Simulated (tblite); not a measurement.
Species: C5H9ClO2Si.
Atom-mapped SMILES: `[O:1]=[CH:2][C@@H:3]1[CH2:4][C@:5]1([Cl:6])[CH2:7][O:8][SiH3:9]` (hydrogens: H10 on C2; H11 on C3; H12, H13 on C4; H14, H15 on C7; H16, H17, H18 on Si9)

Cartesian coordinates in Å at the GFN2-xTB level; atoms count from 1:
```xyz
18
C5H9ClO2Si angstrom
O     -0.9269    0.7121   -1.9040
C     -1.3375   -0.3043   -1.4074
C     -1.6721   -0.4783    0.0165
C     -1.9245    0.7496    0.8682
C     -0.6621   -0.0042    1.0563
Cl    -0.5284   -1.0211    2.4834
C      0.6732    0.5388    0.6081
O      1.4457   -0.4989    0.0990
Si     2.6393   -0.4386   -1.0019
H     -1.5000   -1.2123   -2.0170
H     -2.2111   -1.3839    0.2590
H     -2.6866    0.6825    1.6289
H     -1.8622    1.7024    0.3622
H      1.1859    0.9985    1.4635
H      0.5053    1.3107   -0.1509
H      2.9204   -1.8616   -1.0804
H      3.7679    0.3556   -0.5058
H      2.1648    0.1593   -2.2492
```

Method: GFN2-xTB as coded in tblite; computed harmonic values from a numerical Hessian at the method's own geometry, unscaled. This tight-binding method is rough: wavenumbers can miss measured ones by several per cent, in bad cases by 10 to 20. Modes of hydrogen on silicon can be 10 to 20 % off. One conformer, not necessarily the lowest.

Harmonic wavenumbers (cm⁻¹): 28.5, 41.3, 96.0, 120.2, 140.2, 173.1, 193.8, 235.9, 284.5, 325.5, 348.5, 469.7, 598.5, 609.5, 634.0, 679.6, 739.8, 795.7, 806.6, 830.5, 838.1, 856.4, 921.1, 935.4, 983.9, 1000.8, 1058.0, 1063.8, 1089.7, 1132.0, 1155.2, 1232.2, 1273.0, 1330.0, 1370.9, 1378.3, 1440.0, 1463.7, 1754.1, 2224.2, 2272.7, 2355.9, 2786.9, 2897.8, 2932.5, 3073.4, 3081.8, 3110.2.

A = 1448, B = 937.9, C = 639.2 MHz; mass 164.006 u (most abundant isotopes); point group C1, symmetry number 1.

What is the zero-point energy?

Half the sum of the wavenumbers: 27582 cm⁻¹ = 329.95 kJ/mol.

Entropy at 298.15 K, 1 bar (ideal gas, RRHO, classical rotation)?

Translation 172.46, rotation 126.75, vibration 148.21: S = 447.4 J/(mol K).

And Cp and H(298.15 K) − H(0)?

Cp = 172.23 J/(mol K), of which vibrations give 138.97 (their classical limit is 48 R = 399.1); H(298.15 K) − H(0) = 31.85 kJ/mol without the zero-point energy, 21.94 from vibrations.

How do the functions run with temperature in this model?

| T (K) | S (J/(mol K)) | Cp (J/(mol K)) | H − H(0) (kJ/mol) | G − H(0) (kJ/mol) | ln q(vib) |
| --- | --- | --- | --- | --- | --- |
| 100 | 313.7 | 88.6 | 6.13 | -25.24 | 2.74 |
| 200 | 387.8 | 129.6 | 17.05 | -60.50 | 6.00 |
| 300 | 448.5 | 173.0 | 32.17 | -102.37 | 9.03 |
| 500 | 555.3 | 246.8 | 74.61 | -203.03 | 14.78 |
| 800 | 687.3 | 313.8 | 159.70 | -390.18 | 22.72 |
| 1000 | 760.5 | 341.7 | 225.41 | -535.13 | 27.53 |

q(vib) and H(0) count from the zero-point level.

Blend soft modes into free rotors: weight 1/[1 + (100 cm⁻¹/ν̃)⁴] for the oscillator and the rest for a rotor with moment μB/(μ + B), μ = h/(8π²ν), B = 10⁻⁴⁴ kg m². What vibrational entropy results?

132.45 J/(mol K) in place of 148.21, which changes −T·S at 298.15 K by +4.70 kJ/mol.

Hindered rotation and anharmonicity are outside this model. Other conformers, if any are populated, would add a mixing term that is left out. The structure is chiral; the term R ln 2 for an equal mix with its mirror image is left out.

On one thread, Arm Neoverse N1 (aarch64), no GPU, shared host, this took 1.5 s of wall time. The figure is for the frequency step alone.
